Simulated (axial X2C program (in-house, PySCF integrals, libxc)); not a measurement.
# Which molecule has these constants?

Calculated with an in-house relativistic program for diatomic molecules, spin-free (one-electron X2C) or two-component (2c: spin–orbit coupling with atomic mean-field Coulomb and Gaunt terms, which also bring small scalar terms), in Dyall basis sets with cores contracted in-house; open shells are unrestricted.

A two-component PBE0 calculation in a Dyall 3-zeta basis gave Re = 2.015 Å, ωe = 555.6 cm⁻¹, Ω = 0.

Which molecule is it?
A. RhSi⁺
B. RhSn⁺
C. RhC⁺
D. RhGe⁺

A. The others have RhGe⁺ 2.119 Å and 373.9 cm⁻¹ (Ω = 0); RhC⁺ 1.562 Å and 1204.4 cm⁻¹ (Ω = 0); RhSn⁺ 2.448 Å and 233.2 cm⁻¹ (Ω = 3).

Each entry is the lowest single determinant of a limited PBE0 search at one distance. De goes to single-determinant-based atoms at the same level (for ions the charge split of lowest energy) and is withheld (n/a) where an atom does not fit its ground term or J level. Main or longest-lived isotopes. One determinant is a doubtful description, or other states lie close, for RhGe⁺, RhSn⁺; these need not be ground states, and all values refer to the states named. With several unpaired electrons the Ω given is that of one determinant, not necessarily of the lowest component. The functionals have no current term, which raises determinants with orbital currents.
